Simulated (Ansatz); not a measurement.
Consider the ligand exchange at the Si–S bond: `BC(=C)S[SiH2]F` + `OCO` → `OCO[SiH2]F` + `BC(=C)S`.

Program: Ansatz. Geometries: PBE0-D4/def2-TZVP. ΔE: electronic, gas phase. CCSD(T)/CBS is the MP2 limit (def2-TZVPP, def2-QZVPP) plus CCSD(T) − MP2 in def2-TZVPP, frozen cores. This one scheme is used for every species. DFT in def2-TZVPP. Each species was taken in one conformer, which may not be the lowest.

CCSD(T)/CBS gives -0.47 eV.

(1) Another level gave -0.50 eV. Which?
A. HF/def2-TZVPP
B. PBE0-D4/def2-TZVPP
C. CCSD(T)/def2-TZVPP
D. r2SCAN-D4/def2-TZVPP

Largest T1 diagnostic among the species: 0.012.

## Answers

(1) C. CCSD(T)/def2-TZVPP -0.50, HF/def2-TZVPP -0.68, r2SCAN-D4 -0.45, PBE0-D4 -0.37 eV.

From PBE to PBE0 (25 % exact exchange), in def2-TZVPP and without D4, ΔE moves by −0.03 eV. In def2-TZVPP, CCSD(T) changes the Hartree–Fock value by +0.18 eV (the triples alone add +0.04 eV) and MP2 by +0.20 eV.
